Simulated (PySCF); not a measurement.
An equivalent PySCF input for S⁺ (sulfur, charge +1), [Ne] 3s2 3p3, high-spin 4S determinant, with the non-relativistic Hamiltonian (point nucleus):

```python
from pyscf import gto, scf, dft, mp, cc
import basis_set_exchange as bse
mol = gto.M(atom="S 0 0 0", charge=1, spin=3, symmetry="D2h",
            basis=gto.basis.parse(bse.get_basis("cc-pV(D+d)Z", elements=["S"], fmt="nwchem", header=False)))
mf = dft.UKS(mol, xc="M062X")
mf.irrep_nelec = {'Ag': (3, 3), 'B1u': (2, 1), 'B2u': (2, 1), 'B3u': (2, 1)}
mf.kernel()
```

It reaches the same state as the run whose output follows, with an energy that differs only through the grid. The run itself started from symmetry-adapted Hartree-Fock orbitals and held the occupation by maximum overlap, on a logarithmic radial grid, so the iterations belong to that start.

```
SCF conv_tol = 1e-09
number electrons alpha = 9  beta = 6
XC functionals = M062X
    Y. Zhao and D. G. Truhlar.,  Theor. Chem. Acc. 120, 215 (2008)
    Y. Zhao and D. G. Truhlar.,  Theor. Chem. Acc. 120, 215 (2008)
cycle= 1 E= -397.701643268118  delta_E= -0.000949  |g|= 0.0046  |ddm|= 0.175
cycle= 2 E= -397.701661531576  delta_E= -1.83e-05  |g|= 0.000809  |ddm|= 0.0358
cycle= 3 E= -397.701662201074  delta_E= -6.69e-07  |g|= 0.000155  |ddm|= 0.00643
cycle= 4 E= -397.701662215807  delta_E= -1.47e-08  |g|= 3.11e-06  |ddm|= 0.00106
cycle= 5 E= -397.701662215815  delta_E= -7.62e-12  |g|= 1.22e-07  |ddm|= 2.66e-05
converged SCF energy = -397.701662215815  <S^2> = 3.7516389  2S+1 = 4.0008194
```
